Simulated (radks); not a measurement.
Results of a calculation; reference values are marked as such.
Question: The table gives one normalised radial function P(r) = r R(r) of K3+ in [Ne] 3s2 3p4 (r in bohr). Code: a radial shooting solver on a logarithmic mesh with Libxc functionals. Model: scalar-relativistic Kohn-Sham, PBE, spin-polarised, spherical densities, finite nucleus; open shells are filled with parallel spins first; Fermi nuclear charge, rms radius 3.4349 fm.

r,P
0.006798,0.2831
0.009666,0.3790
0.01374,0.4948
0.01954,0.6223
0.02779,0.7392
0.03951,0.8016
0.05664,0.7361
0.08053,0.4609
0.1145,-0.0726
0.1628,-0.7933
0.2315,-1.4470
0.3292,-1.6811
0.4681,-1.3425
0.6709,-0.6900
0.954,-0.2115
1.356,-0.0323
1.929,-0.0019
2.743,0.0000
3.9,0.0000

Which n and l does it have? It may be an empty orbital.

Answer: n = 2, l = 0: the number of nodes gives n - l - 1 = 1, the rise at small r (about r^(l+1)) gives l, and the extent must fit the shell. The curve is that of 2s down; the table hardly tells the two spins apart. 2s down: eigenvalue -395.52 eV, 1 radial node at r = 0.110 bohr, <r> = 0.387 bohr, 90 % of the charge inside 0.603 bohr.
